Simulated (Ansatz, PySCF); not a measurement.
ZrI₃, SMILES [I][Zr+]([I])[I], charge +1, multiplicity 1. Atoms are numbered in the order given.

```xyz
4

Zr     0.0000     0.0000     0.7443
I      2.1220    -1.2251    -0.1617
I     -2.1220    -1.2251    -0.1617
I      0.0000     2.4502    -0.1617
```
Charge +1, spin multiplicity 1.

Coordinates come from a PBE0-D3(BJ)/def2-SVP optimisation. The spin state was assumed, not searched. The isomer is the one that the SMILES or the coordinates give; other isomers of the formula were not compared. The def2 effective core potentials stand for the cores of I, Zr; spin–orbit coupling is left out.

Two levels are set side by side: PBE-D3(BJ)/def2-SVP (Ansatz, a program for electronic structure) and PBE0-D3(BJ)/def2-SVP (Ansatz). Each level has its own optimised geometry; the coordinates shown are those of the second. Frequencies come from the Hessian of PySCF at each geometry. Differences are taken from unrounded values.

```json
[
 {"quantity": "mean bond length (Å)", "PBE0-D3(BJ)": "2.612"},
 {"quantity": "bond Zr1–I2 (Å)", "PBE0-D3(BJ)": "2.612"},
 {"quantity": "bond Zr1–I3 (Å)", "PBE0-D3(BJ)": "2.612"},
 {"quantity": "bond Zr1–I4 (Å)", "PBE0-D3(BJ)": "2.612"},
 {"quantity": "highest harmonic wavenumber (cm⁻¹)", "PBE0-D3(BJ)": "290"},
 {"quantity": "mean harmonic wavenumber (cm⁻¹)", "PBE0-D3(BJ)": "163"},
 {"quantity": "zero-point energy (kcal/mol)", "PBE0-D3(BJ)": "1.40"}
]
```

Problem. What does PBE-D3(BJ) give, and how far is it from PBE0-D3(BJ)? (The exact figures need the calculation; the answer reports its results.)

Solution. 
| quantity | PBE-D3(BJ) | PBE-D3(BJ) minus PBE0-D3(BJ) |
|---|---|---|
| mean bond length (Å) | 2.631 | 0.019 |
| bond Zr1–I2 (Å) | 2.631 | 0.019 |
| bond Zr1–I3 (Å) | 2.631 | 0.019 |
| bond Zr1–I4 (Å) | 2.631 | 0.019 |
| highest harmonic wavenumber (cm⁻¹) | 277 | -13 |
| mean harmonic wavenumber (cm⁻¹) | 158 | -5 |
| zero-point energy (kcal/mol) | 1.35 | -0.04 |

GGA bonds tend to be longer and softer than those of functionals with exact exchange. Differences between two approximate levels are no errors against the true value.
